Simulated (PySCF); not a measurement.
Job file and geometry (Å, from GFN2-xTB) of an NMR shielding run on SMILES C[S@@](=O)c1cncnc1, C₅H₆N₂OS, PySCF 2.14.0, density-fitted response routines, GIAO PBE0/pcSseg-1 NMR shielding, non-relativistic, gas phase; density fitting, a coarse starting grid and PySCF grid level 2 are the driver's defaults:

```
$ OMP_NUM_THREADS=1 python probes_run.py task.json out

{"job": {"kind": "nmr", "xc": "PBE0", "basis": "pcSseg-1"}, "charge": 0, "multiplicity": 1}
C     -2.297950    -0.468126     0.349045
S     -1.504992     0.116264    -1.220245
O     -1.831656     1.533191    -1.338905
C      0.170685     0.067742    -0.496326
C      0.820033     1.243964    -0.146370
N      2.035471     1.237849     0.373256
C      2.608212     0.058100     0.531567
N      2.089268    -1.116317     0.218045
C      0.872161    -1.112791    -0.299685
H     -2.043093     0.209145     1.156775
H     -3.371023    -0.464436     0.188175
H     -1.951853    -1.473384     0.558334
H      0.340545     2.203467    -0.292358
H      3.603142     0.051630     0.956393
H      0.456636    -2.078309    -0.559614
```

Question: What does the program print?

Answer: 
```
coarse grid: 13984 points
cycle   1  E = -776.1315139845  dE =  1.931e+00  |g| = 9.203e-01  |ddm| = 3.984e+00
cycle   2  E = -775.3337604959  dE =  7.978e-01  |g| = 2.162e+00  |ddm| = 4.551e+00
cycle   3  E = -776.2845087029  dE = -9.507e-01  |g| = 2.424e-01  |ddm| = 3.815e+00
cycle   4  E = -776.2947657000  dE = -1.026e-02  |g| = 1.343e-01  |ddm| = 3.876e-01
cycle   5  E = -776.2988297488  dE = -4.064e-03  |g| = 2.406e-02  |ddm| = 1.297e-01
cycle   6  E = -776.2989265692  dE = -9.682e-05  |g| = 1.312e-02  |ddm| = 3.223e-02
cycle   7  E = -776.2989670266  dE = -4.046e-05  |g| = 2.725e-03  |ddm| = 1.423e-02
cycle   8  E = -776.2989685397  dE = -1.513e-06  |g| = 9.956e-04  |ddm| = 3.104e-03
final grid: 133216 points
cycle   9  E = -776.3611879655  dE = -2.975e-05  |g| = 1.109e-02  |ddm| = 3.703e-02
cycle  10  E = -776.3611460571  dE =  4.191e-05  |g| = 1.786e-02  |ddm| = 3.293e-02
cycle  11  E = -776.3612142128  dE = -6.816e-05  |g| = 3.139e-03  |ddm| = 2.349e-02
cycle  12  E = -776.3612161506  dE = -1.938e-06  |g| = 3.639e-04  |ddm| = 3.616e-03
cycle  13  E = -776.3612161725  dE = -2.190e-08  |g| = 2.453e-04  |ddm| = 6.274e-04
cycle  14  E = -776.3612161866  dE = -1.406e-08  |g| = 5.449e-05  |ddm| = 2.755e-04
cycle  15  E = -776.3612161873  dE = -6.919e-10  |g| = 1.635e-05  |ddm| = 7.532e-05
converged SCF energy = -776.3612161873

GIAO shielding tensors (ppm)
atom      isotropic    diamagn.    paramagn.     s11        s22        s33       span
  0 C      133.883     254.443    -120.560     98.779    123.408    179.462     80.683
  1 S      197.181    1052.798    -855.618     36.857     93.820    460.864    424.007
  2 O      305.249     396.674     -91.425     89.973    326.925    498.848    408.875
  3 C       33.334     273.260    -239.926    -49.969      6.741    143.231    193.200
  4 C       28.230     248.905    -220.675    -84.803      0.760    168.734    253.537
  5 N      -69.810     331.533    -401.343   -346.424   -165.279    302.273    648.697
  6 C       20.863     252.941    -232.078    -74.522     12.082    125.028    199.550
  7 N      -63.997     331.539    -395.537   -332.002   -157.363    297.373    629.375
  8 C       28.915     250.731    -221.816    -77.970     14.673    150.042    228.011
  9 H       29.190      31.993      -2.803     26.397     28.690     32.482      6.084
 10 H       28.838      28.840      -0.003     25.900     26.306     34.307      8.407
 11 H       29.867      31.740      -1.873     26.029     28.704     34.869      8.840
 12 H       22.275      31.806      -9.531     17.768     20.428     28.629     10.861
 13 H       22.063      28.165      -6.102     17.269     23.577     25.342      8.073
 14 H       23.060      31.455      -8.395     18.978     21.429     28.774      9.796
```

Question: Turn these shieldings into chemical shifts. Shifts are taken against calculated references (same method and geometry level): ¹³C (σ = 186.93 ppm), ¹H (σ = 31.72 ppm) against TMS; ³³S (σ = 503.73 ppm) vs CS2; ¹⁷O (σ = 336.08 ppm) against H2O; NH3 for ¹⁵N (σ = 267.73 ppm).

Answer: Averaging equivalent atoms: C 6: 166.1; C 4/8: 158.4; C 3: 153.6; C 0: 53.0; S 1: 307; O 2: 30.8; N 5/7: 334.6; H 13: 9.65; H 12/14: 9.05; H 9/10/11: 2.42 ppm. Experimental scales use liquid or dissolved standards, which lie at an offset from isolated NH3 (liquid NH3: subtract about 20 ppm) and H2O (liquid H2O: subtract about 36 ppm). Unscaled 15N shifts of sp2 nitrogen come out 20 to 40 ppm too high even then.

Size and cost of the density-fitted run: 190 basis functions, 27 s wall time on 1 thread of an Intel Xeon 6975P-C, shared host; peak memory 0.84 GiB.
